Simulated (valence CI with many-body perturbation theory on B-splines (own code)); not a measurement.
**E1 transitions of Ir V**

Computed by relativistic CI+MBPT: five valence electrons over a frozen Dirac-Fock core [Xe] 4f14, a basis of 7 s, 7 p, 8 d, 6 f, 4 g, 1 h functions for each j, with the one-electron correlation potential Σ1, the two-electron term Σ2, the three-electron term Σ3, Breit, model QED; selected CI, second order for the rest, scaled by the run's own slope (own B-spline code, finite nucleus).

No measured spectrum was set against this ion. As an estimate, terms of the open shell hold to 2 to 4 % of their energy, and close levels can change places; different configurations can be misplaced against each other by 1,000 to 8,000 cm⁻¹. Among the levels kept, up to 2200 cm⁻¹ of a level comes from second order outside the variational space, and about a tenth of that is noise between levels of different J, which matters for small intervals.

Lines 351 to 400 of 551 in falling wavelength, among levels below 25.811 eV, chosen from the strongest by gf and those to the six lowest levels. Wavelengths and rates use the calculated energies, so an error of 2000 cm⁻¹ moves a line at 650.1 Å by 1.3 % and its rate by three times that or more. Electric multipoles are in the length gauge, E1 and E2 with the static RPA response of the core. Weak lines are less certain than strong ones. Lines between different terms over intervals too small for the method are left out, as are lines whose strength nearly cancels. Where a level lies close to another of its J and parity, the split of strength between their lines is uncertain. The highest levels of a list are the least certain.

Names give the largest LS component (configuration and term), which can be under half, so a name can repeat, a term be missing and a line seem to break the LS rules; names also repeat where a configuration has a term twice. Letters in brackets count levels of one name in rising energy.

```tsv
λ vac (Å)	Upper	Lower	A (s⁻¹)	log gf	Branch %
650.1	5d4.6p 4F°_5/2 [b]	5d5 4G_7/2	7.60e+08	-0.54	15.4
649.8	5d4.6p 6F°_11/2	5d5 4G_11/2	3.42e+07	-1.58	1.7
649.8	5d4.6p 2G°_9/2 [a]	5d5 2H_9/2	4.88e+08	-0.51	11.0
648.5	5d4.6p 4F°_9/2 [c]	5d5 2I_11/2	5.05e+08	-0.50	11.3
647.4	5d4.6p 4H°_11/2 [b]	5d5 2G_9/2 [a]	5.78e+08	-0.36	17.3
646.8	5d4.6p 4G°_5/2 [a]	5d5 4G_5/2 [a]	1.17e+08	-1.36	4.8
646.4	5d4.6p 2H°_11/2 [b]	5d5 2H_9/2	3.05e+08	-0.64	11.1
645.3	5d4.6p 2P°_3/2 [b]	5d5 2S_1/2	1.70e+09	-0.37	33.0
644.8	5d4.6p 6F°_9/2	5d5 4G_7/2	2.82e+08	-0.75	11.8
644.7	5d4.6p 4D°_3/2 [c]	5d5 4P_1/2	1.06e+09	-0.58	29.8
644.5	5d4.6p 2H°_9/2 [b]	5d5 2F_7/2 [b]	4.18e+08	-0.58	12.2
644.3	5d4.6p 4G°_5/2 [c]	5d5 4D_3/2 [b]	5.63e+08	-0.68	9.7
643.7	5d4.6p 4P°_1/2 [b]	5d5 4D_3/2 [a]	3.70e+09	-0.34	60.3
643.6	5d4.6p 2G°_7/2 [a]	5d5 4G_5/2 [a]	8.26e+08	-0.39	42.2
643.6	5d4.6p 4H°_11/2 [a]	5d5 2I_11/2	6.71e+08	-0.30	32.2
643.4	5d4.6p 2F°_7/2 [e]	5d5 4F_7/2	8.53e+08	-0.37	21.6
643.3	5d4.6p 4G°_5/2 [b]	5d5 4G_7/2	7.71e+08	-0.54	19.0
642.7	5d4.6p 4D°_7/2 [c]	5d5 2H_9/2	5.25e+08	-0.59	9.3
642.0	5d4.6p 6D°_7/2 [b]	5d5 4G_9/2	5.49e+08	-0.57	17.1
641.6	5d4.6p 2F°_5/2 [c]	5d5 2F_7/2 [b]	8.90e+08	-0.48	20.0
641.6	5d4.6p 4P°_5/2 [a]	5d5 4D_3/2 [a]	6.12e+08	-0.64	18.5
641.1	5d4.6p 2G°_7/2 [e]	5d5 2F_7/2 [b]	4.44e+08	-0.66	7.3
640.9	5d4.6p 4P°_3/2 [a]	5d5 6S_5/2	8.26e+08	-0.69	40.5
640.6	5d4.6p 4H°_9/2 [b]	5d5 4G_11/2	1.61e+08	-1.00	9.2
640.5	5d4.6p 4F°_5/2 [c]	5d5 4G_5/2 [b]	8.71e+07	-1.49	2.6
640.5	5d4.6p 4F°_3/2 [c]	5d5 4F_3/2	9.58e+08	-0.63	21.4
639.7	5d4.6p 4G°_11/2 [a]	5d5 4G_9/2	7.68e+08	-0.25	17.0
639.6	5d4.6p 4D°_3/2 [a]	5d5 4G_5/2 [a]	5.41e+08	-0.88	22.1
639.6	5d4.6p 6D°_7/2 [b]	5d5 4G_5/2 [b]	1.31e+08	-1.19	4.1
638.5	5d4.6p 4D°_7/2 [d]	5d5 2H_9/2	4.93e+08	-0.62	12.7
638.3	5d4.6p 2K°_13/2	5d5 2I_11/2	3.55e+08	-0.52	22.8
638.0	5d4.6p 2D°_3/2 [a]	5d5 4D_3/2 [b]	1.74e+09	-0.37	25.4
637.5	5d4.6p 2F°_5/2 [c]	5d5 2D_3/2 [a]	8.38e+08	-0.51	18.8
637.3	5d4.6p 4F°_5/2 [c]	5d5 4D_3/2 [a]	1.14e+09	-0.38	34.1
636.3	5d4.6p 2G°_7/2 [d]	5d5 2F_5/2 [b]	6.12e+08	-0.53	12.3
635.9	5d4.6p 4F°_7/2 [a]	5d5 4G_5/2 [b]	1.26e+09	-0.21	43.0
635.8	5d4.6p 4G°_11/2 [a]	5d5 4G_11/2	2.43e+09	0.25	53.8
635.1	5d4.6p 4H°_9/2 [b]	5d5 4G_7/2	3.19e+08	-0.71	18.2
634.9	5d4.6p 4F°_3/2 [b]	5d5 4D_1/2	8.57e+08	-0.68	15.0
634.9	5d4.6p 4D°_3/2 [c]	5d5 4G_5/2 [b]	1.34e+08	-1.49	3.8
634.6	5d4.6p 4D°_1/2 [b]	5d5 4D_3/2 [a]	5.53e+08	-1.18	13.0
634.2	5d4.6p 4H°_11/2 [b]	5d5 2I_11/2	3.34e+08	-0.62	10.0
634.1	5d4.6p 2G°_7/2 [b]	5d5 2F_7/2 [a]	1.69e+09	-0.09	33.8
633.9	5d4.6p 4G°_7/2 [a]	5d5 4D_7/2	4.60e+08	-0.65	13.1
633.7	5d4.6p 6D°_7/2 [a]	5d5 4G_5/2 [a]	1.17e+08	-1.25	4.2
633.5	5d4.6p 4F°_5/2 [c]	5d5 4G_7/2	7.43e+08	-0.57	22.3
633.3	5d4.6p 2I°_11/2	5d5 2I_13/2	4.33e+08	-0.51	8.0
632.8	5d4.6p 2F°_5/2 [d]	5d5 2F_5/2 [b]	1.28e+09	-0.34	20.1
632.6	5d4.6p 6D°_7/2 [b]	5d5 4G_7/2	1.13e+08	-1.27	3.5
631.7	5d4.6p 4D°_3/2 [c]	5d5 4D_3/2 [a]	3.47e+08	-1.08	9.8
```

Task: How does gf follow from A for the line at 639.7 Å?

Result: gf = 1.4992 × (2J+1)_upper × A / σ², with σ = 156322 cm⁻¹ and 2J+1 = 12: gf = 0.566.
